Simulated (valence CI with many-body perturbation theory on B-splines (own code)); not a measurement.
Cs⁴⁰⁺: calculated level list

Calculated by valence CI with perturbative core correlation (CI+MBPT): five valence electrons over a frozen Dirac-Fock core [Ne], a basis of 9 s, 9 p, 8 d, 6 f, 3 g, 1 h functions for each j, with the one-electron correlation potential Σ1 (screened to all orders), the two-electron term Σ2, the three-electron term Σ3, Breit, model QED; selected single and double excitations, second order for the rest, scaled by the run's own slope (own B-spline code, finite nucleus).

The last digits are not significant, and no measured levels were compared; by estimate large intervals hold to a few tenths of a per cent, small ones and those within an open d or f shell to about a per cent. Among the levels kept, up to 1500 cm⁻¹ of a level comes from second order outside the variational space, and about a tenth of that is noise between levels of different J, which matters for small intervals.

Levels 1 to 40 of 40, with energies above the lowest level, (3s^2 3p1/2^2 3p3/2) J=3/2. "Leading %" is the weight of the configuration and term that name the level; weights of strongly mixed levels are sums over their largest components and can fall short, so below about 35 % the name and the second component can differ from the true leading terms, or belong to a minority configuration. In the jj column 3d3/2^4 stands for four electrons in 3d with j = 3/2. Lifetimes count E1, E2, E3, M1 and M2 decay at the calculated energies, and are blank where another channel may lead or the interval is too uncertain; long ones can be off by a factor of two.

```csv
No.,Configuration,Term,J,E (cm⁻¹),Leading %,g,Lifetime,Second component,Leading jj
1,3s2 3p3,2P°,3/2,0,44,1.394,,30 % 3s2 3p3 4S°,3s^2 3p1/2^2 3p3/2 (98 %)
2,3s2 3p3,4S°,3/2,629410,52,1.438,198 ns,45 % 3s2 3p3 2D°,3s^2 3p1/2 3p3/2^2 (98 %)
3,3s2 3p3,2D°,5/2,696880,98,1.193,1.06 μs,,3s^2 3p1/2 3p3/2^2 (98 %)
4,3s2 3p3,2P°,1/2,780040,98,0.657,262 ns,,3s^2 3p1/2 3p3/2^2 (98 %)
5,3s2 3p2 3d,4F,3/2,1254400,37,0.787,434 ps,26 % 3s2 3p2 3d 2D,3s^2 3p1/2^2 3d3/2 (95 %)
6,3s2 3p3,2P°,3/2,1418800,53,1.285,92.7 ns,28 % 3s2 3p3 2D°,3s^2 3p3/2^3 (97 %)
7,3s 3p4,4P,5/2,1422400,30,1.353,113 ps,15 % 3s2 3p2 3d 2D,3s^2 3p1/2^2 3d5/2 (55 %)
8,3s 3p4,4P,5/2,1568400,40,1.329,10.5 ps,14 % 3s2 3p2 3d 4F,3s 3p1/2^2 3p3/2^2 (51 %)
9,3s 3p4,2S,1/2,1683100,47,2.195,11.0 ps,34 % 3s 3p4 4P,3s 3p1/2^2 3p3/2^2 (82 %)
10,3s 3p4,2D,3/2,1690500,27,1.154,6.96 ps,26 % 3s 3p4 2P,3s 3p1/2^2 3p3/2^2 (69 %)
11,3s2 3p2 3d,2F,5/2,1880200,48,0.960,439 ps,44 % 3s2 3p2 3d 4F,3s^2 3p1/2 3p3/2 3d3/2 (96 %)
12,3s2 3p2 3d,4F,3/2,1888000,30,0.931,36.5 ps,29 % 3s2 3p2 3d 4D,3s^2 3p1/2 3p3/2 3d3/2 (92 %)
13,3s2 3p2 3d,4D,1/2,1892800,77,0.223,252 ps,14 % 3s2 3p2 3d 2P,3s^2 3p1/2 3p3/2 3d3/2 (97 %)
14,3s2 3p2 3d,2G,7/2,1944700,40,1.068,69.5 ns,28 % 3s2 3p2 3d 2F,3s^2 3p1/2 3p3/2 3d3/2 (91 %)
15,3s2 3p2 3d,2P,3/2,2036300,31,1.454,517 ps,26 % 3s 3p4 4P,3s^2 3p1/2 3p3/2 3d5/2 (68 %)
16,3s2 3p2 3d,4D,7/2,2042300,46,1.307,3.84 ns,36 % 3s2 3p2 3d 4F,3s^2 3p1/2 3p3/2 3d5/2 (98 %)
17,3s2 3p2 3d,2D,5/2,2078900,31,1.162,14.7 ps,30 % 3s2 3p2 3d 2F,3s^2 3p1/2 3p3/2 3d5/2 (77 %)
18,3s2 3p2 3d,2D,5/2,2110100,34,1.281,2.10 ps,20 % 3s2 3p2 3d 4P,3s^2 3p1/2 3p3/2 3d3/2 (66 %)
19,3s2 3p2 3d,2G,9/2,2112800,55,1.204,,44 % 3s2 3p2 3d 4F,3s^2 3p1/2 3p3/2 3d5/2 (98 %)
20,3s2 3p2 3d,4P,3/2,2144600,24,1.245,1.17 ps,23 % 3s2 3p2 3d 2D,3s^2 3p1/2 3p3/2 3d3/2 (75 %)
21,3s2 3p2 3d,2P,1/2,2144700,40,1.615,1.62 ps,36 % 3s2 3p2 3d 4P,3s^2 3p1/2 3p3/2 3d3/2 (82 %)
22,3s2 3p2 3d,2F,7/2,2242400,43,1.088,8.14 ps,33 % 3s2 3p2 3d 2G,3s^2 3p1/2 3p3/2 3d5/2 (84 %)
23,3s2 3p2 3d,4D,3/2,2254500,24,1.138,7.81 ps,22 % 3s 3p4 4P,3s^2 3p1/2 3p3/2 3d5/2 (50 %)
24,3s2 3p2 3d,2D,5/2,2259600,33,1.172,3.45 ps,24 % 3s2 3p2 3d 2F,3s^2 3p1/2 3p3/2 3d5/2 (67 %)
25,3s2 3p2 3d,2S,1/2,2276700,34,1.438,5.59 ps,30 % 3s2 3p2 3d 2P,3s^2 3p1/2 3p3/2 3d5/2 (68 %)
26,3s2 3p2 3d,2P,3/2,2325500,27,1.108,4.63 ps,21 % 3s2 3p2 3d 2D,3s^2 3p1/2 3p3/2 3d5/2 (62 %)
27,3s 3p4,2D,5/2,2370800,51,1.262,3.84 ps,11 % 3s2 3p2 3d 4D,3s 3p1/2 3p3/2^3 (56 %)
28,3s 3p4,2P,3/2,2479100,45,1.169,2.21 ps,18 % 3s 3p4 2D,3s 3p1/2 3p3/2^3 (69 %)
29,3s 3p4,2P,1/2,2489900,31,1.243,2.31 ps,28 % 3s2 3p2 3d 2P,3s 3p1/2 3p3/2^3 (51 %)
30,3s 3p3 3d,6D°,5/2,2736600,30,1.327,68.7 ps,21 % 3s 3p3 3d 4F°,3s 3p1/2^2 3p3/2 3d3/2 (88 %)
31,3s 3p3 3d,6D°,3/2,2747800,37,1.385,46.9 ps,16 % 3s 3p3 3d 4D°,3s 3p1/2^2 3p3/2 3d3/2 (89 %)
32,3s2 3p2 3d,2F,7/2,2750500,44,1.268,9.91 ps,40 % 3s2 3p2 3d 4D,3s^2 3p3/2^2 3d5/2 (78 %)
33,3s 3p3 3d,6D°,1/2,2753000,46,2.667,81.2 ps,37 % 3s 3p3 3d 4P°,3s 3p1/2^2 3p3/2 3d3/2 (89 %)
34,3s2 3p2 3d,2D,5/2,2759300,33,1.194,1.77 ps,17 % 3s2 3p2 3d 2F,3s^2 3p3/2^2 3d3/2 (78 %)
35,3s2 3p2 3d,2P,1/2,2762600,53,1.140,1.84 ps,19 % 3s2 3p2 3d 4P,3s^2 3p3/2^2 3d3/2 (57 %)
36,3s2 3p2 3d,2D,3/2,2767400,26,1.175,1.40 ps,24 % 3s2 3p2 3d 4P,3s^2 3p3/2^2 3d3/2 (77 %)
37,3s 3p3 3d,6D°,7/2,2773700,32,1.353,94.1 ps,21 % 3s 3p3 3d 4F°,3s 3p1/2^2 3p3/2 3d3/2 (73 %)
38,3s2 3p2 3d,4F,9/2,2778500,54,1.228,167 ns,44 % 3s2 3p2 3d 2G,3s^2 3p3/2^2 3d5/2 (97 %)
39,3s2 3p2 3d,2F,7/2,2788000,66,1.080,2.81 ps,26 % 3s2 3p2 3d 2G,3s^2 3p3/2^2 3d3/2 (72 %)
40,3s2 3p2 3d,2S,1/2,2788400,40,1.760,5.77 ps,23 % 3s2 3p2 3d 4P,3s^2 3p3/2^2 3d5/2 (57 %)
```

The ionisation energy to 3s2 3p2 3P_0 of the next ion comes out as 2946.9 eV (NIST: 2945 ± 4 eV (theoretical)). All 40 levels together are meant to be complete up to 2857800 cm⁻¹.
